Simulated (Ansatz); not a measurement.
Start from `C=[CH][Sn]([Cl])([Cl])[Cl]` and change one atom or group to get `C#[C][Sn]([Cl])([Cl])[Cl]`.

Ansatz, PBE0-D4/def2-TZVP geometries, multiplicity 1. Each molecule was computed in one conformer, which needn't be the lowest.

Elements past krypton have def2 core potentials.

| property | `C=[CH][Sn]([Cl])([Cl])[Cl]` |
| --- | --- |
| LUMO energy (ωB97M-V/def2-TZVPP) / eV | 0.04 |
| HOMO–LUMO gap (ωB97M-V/def2-TZVPP) / eV | 11.24 |
| size of the dipole moment (PBE/def2-TZVPP) / D | 3.47 |
| LUMO energy (PBE0/def2-TZVPP) / eV | -2.01 |
| HOMO energy (PBE0/def2-TZVPP) / eV | -9.06 |
| HOMO energy (ωB97M-V/def2-TZVPP) / eV | -11.20 |

Task: What does the change do to each property? (Estimate.)

Result: Computed: 
| property | `C#[C][Sn]([Cl])([Cl])[Cl]` | shift |
| --- | --- | --- |
| LUMO energy (ωB97M-V/def2-TZVPP) / eV | -0.20 | -0.24 |
| HOMO–LUMO gap (ωB97M-V/def2-TZVPP) / eV | 11.26 | 0.02 |
| size of the dipole moment (PBE/def2-TZVPP) / D | 2.43 | -1.04 |
| LUMO energy (PBE0/def2-TZVPP) / eV | -2.30 | -0.29 |
| HOMO energy (PBE0/def2-TZVPP) / eV | -9.19 | -0.13 |
| HOMO energy (ωB97M-V/def2-TZVPP) / eV | -11.47 | -0.27 |

With PBE0 the HOMO falls by 0.13 eV and the LUMO falls by 0.29 eV, so the gap narrows by about 0.16 eV. PBE moves the HOMO by -0.16 eV and ωB97M-V by -0.27 eV. The zero-point energy changes by -61.3 kJ/mol with -6 modes. Dipoles are sizes alone; their direction can turn.

Positive LUMOs are unbound, so they and the gaps depend on the basis.
